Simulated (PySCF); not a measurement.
Input file for PySCF: U-M06-2X/def2-TZVPP on H (SMILES [H]).

```python
from pyscf import gto, dft

mol = gto.M(
    atom='''
    H     0.00000000    0.00000000    0.00000000
    ''',
    basis='def2-tzvpp',
    charge=0, spin=1, verbose=4, max_memory=1800)
mf = dft.UKS(mol, xc='m062x').density_fit(auxbasis='def2-universal-jkfit')
mf.grids.level = 4
mf.conv_tol = 1e-9
mf.max_cycle = 150
mf.kernel()
mf.dip_moment()
```

**Question.** Predict the final total energy.

**Answer.** -0.4981 hartree.
